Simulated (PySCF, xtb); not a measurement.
C2H5FO2Si, SMILES C[Si@H](F)OC=O. The values are those of a single conformer.

Harmonic wavenumbers (cm⁻¹) from GFN2-xTB (xtb) at its own minimum, in rising order: 46, 98, 109, 162, 195, 231, 298, 623, 660, 673, 729, 768, 817, 841, 877, 948, 1206, 1357, 1372, 1456, 1465, 1783, 2386, 2820, 3011, 3045, 3052.

### Question
What does PBE-D3(BJ)/def2-SVP in PySCF give at its own minimum? (The exact figures need the calculation; the answer reports its results.)

### Answer
79, 119, 146, 174, 229, 247, 324, 622, 684, 721, 755, 769, 825, 856, 924, 1002, 1201, 1221, 1340, 1371, 1383, 1758, 2230, 2954, 2984, 3088, 3097. Paired by order, the mean absolute difference is 43 cm⁻¹ and the zero-point energies are 44.4 and 44.5 kcal/mol.
